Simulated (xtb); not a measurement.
xtb input (GFN2-xTB):

```bash
xtb mol.xyz --gfn 2 --sp --chrg 1 --uhf 0
```
mol.xyz:
```
3

Y      1.11607208    -0.02493613    -0.00877934
I     -0.38311617     1.74458709    -1.42816909
I     -0.43814441    -1.72623786     1.43462936
```

End of the output:

```
         :::::::::::::::::::::::::::::::::::::::::::::::::::::
         ::                     SUMMARY                     ::
         :::::::::::::::::::::::::::::::::::::::::::::::::::::
         :: total energy              -8.492039298121 Eh    ::
         :: gradient norm              0.035716027912 Eh/a0 ::
         :: HOMO-LUMO gap              0.781942302246 eV    ::
         ::.................................................::
         :: SCC energy                -8.514000267560 Eh    ::
         :: -> isotropic ES            0.119338362246 Eh    ::
         :: -> anisotropic ES          0.007025169097 Eh    ::
         :: -> anisotropic XC         -0.017648505722 Eh    ::
         :: -> dispersion             -0.003379389077 Eh    ::
         :: repulsion energy           0.021960969439 Eh    ::
         :: add. restraining           0.000000000000 Eh    ::
         :: total charge               1.000000000619 e     ::
         :::::::::::::::::::::::::::::::::::::::::::::::::::::

           -------------------------------------------------
          |                Property Printout                |
           -------------------------------------------------

    * Orbital Energies and Occupations

         #    Occupation            Energy/Eh            Energy/eV
      -------------------------------------------------------------
         1        2.0000           -1.0201247             -27.7590
         2        2.0000           -1.0008412             -27.2343
         3        2.0000           -0.8220446             -22.3690
         4        2.0000           -0.6672324             -18.1563
         5        2.0000           -0.6660407             -18.1239
         6        2.0000           -0.6588147             -17.9273
         7        2.0000           -0.6427950             -17.4913
         8        2.0000           -0.6425570             -17.4849 (HOMO)
         9        0.0000           -0.6138211             -16.7029 (LUMO)
        10        0.0000           -0.6125702             -16.6689
        11                         -0.6117507             -16.6466
        12                         -0.6110033             -16.6262
        13                         -0.6079742             -16.5438
        14                         -0.5143766             -13.9969
        15                         -0.2755173              -7.4972
        16                         -0.2396055              -6.5200
        17                         -0.2374094              -6.4602
        18                         -0.2295566              -6.2466
Note: The following floating-point exceptions are signalling: IEEE_DENORMAL
normal termination of xtb
        19                         -0.2265635              -6.1651
       ...                                ...                  ...
        27                          0.9961556              27.1068
      -------------------------------------------------------------
                  HL-Gap            0.0287359 Eh            0.7819 eV
             Fermi-level           -0.6280870 Eh          -17.0911 eV

     #   Z          covCN         q      C6AA      α(0)
     1  39 Y        1.564     0.623  1017.001   113.697
     2  53 I        0.784     0.188   357.976    32.663
     3  53 I        0.784     0.188   357.976    32.663

 Mol. C6AA /au·bohr⁶  :       4594.758754
 Mol. C8AA /au·bohr⁸  :     609394.069942
 Mol. α(0) /au        :        179.022874

Wiberg/Mayer (AO) data.
largest (>0.10) Wiberg bond orders for each atom

 ---------------------------------------------------------------------------
     #   Z sym  total        # sym  WBO       # sym  WBO       # sym  WBO
 ---------------------------------------------------------------------------
     1  39 Y    2.544 --     2 I    1.272     3 I    1.272
     2  53 I    1.671 --     1 Y    1.272     3 I    0.399
     3  53 I    1.671 --     1 Y    1.272     2 I    0.399
 ---------------------------------------------------------------------------

Topologies differ in total number of bonds
Writing topology from bond orders to xtbtopo.mol

molecular dipole:
                 x           y           z       tot (Debye)
 q only:        1.022      -0.023      -0.008
   full:        3.570      -0.080      -0.028       9.076
molecular quadrupole (traceless):
                xx          xy          yy          xz          yz          zz
 q only:       -0.404      -0.004       1.174      -0.115      -5.012      -0.770
  q+dip:        9.686      -0.306      -5.850       0.010       5.207      -3.837
   full:        9.823      -0.301      -6.446       0.073       7.929      -3.377

           -------------------------------------------------
          | TOTAL ENERGY               -8.492039298121 Eh   |
          | GRADIENT NORM               0.035716027912 Eh/α |
          | HOMO-LUMO GAP               0.781942302246 eV   |
           -------------------------------------------------

------------------------------------------------------------------------
------------------------------------------------------------------------
 total:
 SCF:
```

The spin state was set by rule; other spins were not relaxed.
